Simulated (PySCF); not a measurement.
Spin-rotation constants: SMILES C=CC[P@]1(=O)C(C)=C1F, C$_{6}$H$_{8}$FOP

Geometry (Å), atoms numbered from 1 in this order:
```xyz
17

C    -2.296   -0.636    0.201
C    -1.704    0.536    0.337
C    -1.078    1.283   -0.783
P     0.760    1.180   -0.734
O     1.455    1.948   -1.768
C     1.411   -0.290    0.125
C     1.827   -1.703    0.131
C     1.412    0.804    0.902
F     1.825    1.105    2.132
H    -2.381   -1.122   -0.757
H    -2.727   -1.153    1.041
H    -1.629    1.002    1.310
H    -1.306    2.353   -0.757
H    -1.364    0.893   -1.764
H     2.360   -1.935    1.051
H     0.953   -2.349    0.047
H     2.474   -1.904   -0.723
```

Method used: GIAO PBE/pcSseg-1 magnetisability, rotational g tensor and spin-rotation constants, non-relativistic, gas phase (PySCF). Geometry: GFN2-xTB.

(1) Give the nuclear spin-rotation constants along the inertial axes (H = +C I·J) beside the isotropic shieldings.

Results:

(1) Rotational constants 1.4650, 1.1404, 0.9329 GHz. A star marks the isotopologue with that one atom substituted, in its own axes.
| atom | isotope | Caa (kHz) | Cbb (kHz) | Ccc (kHz) | mean (kHz) | σ (ppm) |
| --- | --- | --- | --- | --- | --- | --- |
| P4 | 31P | 2.165 | 1.372 | 1.677 | 1.738 | 354.7 |
| F9 | 19F | 1.084 | 1.417 | 1.927 | 1.476 | 235.4 |
| H10 | 1H | -0.140 | -0.102 | 0.050 | -0.064 | 26.4 |
| H11 | 1H | -0.148 | 0.072 | -0.087 | -0.054 | 26.4 |
| H12 | 1H | -0.135 | -0.098 | 0.052 | -0.060 | 25.9 |
| H13 | 1H | -0.135 | -0.057 | -0.026 | -0.073 | 28.1 |
| H14 | 1H | -0.087 | -0.113 | -0.016 | -0.072 | 28.5 |
| H15 | 1H | -0.071 | -0.041 | -0.091 | -0.068 | 29.1 |
| H16 | 1H | -0.035 | -0.091 | -0.086 | -0.071 | 29.8 |
| H17 | 1H | -0.135 | -0.096 | -0.015 | -0.082 | 29.6 |
| C1 | 13C* | 0.292 | 0.413 | 0.331 | 0.345 | 59.5 |
| C2 | 13C* | 0.285 | 0.456 | 0.364 | 0.368 | 45.7 |
| C3 | 13C* | 0.270 | 0.180 | 0.208 | 0.219 | 137.8 |
| O5 | 17O* | -0.185 | -0.299 | -0.178 | -0.221 | 161.7 |
| C6 | 13C* | 0.443 | 0.420 | 0.334 | 0.399 | 36.9 |
| C7 | 13C* | 0.193 | 0.151 | 0.141 | 0.161 | 170.4 |
| C8 | 13C* | 0.538 | 0.499 | 0.362 | 0.466 | 0.0 |

For the geometry as given, no vibrational averaging.
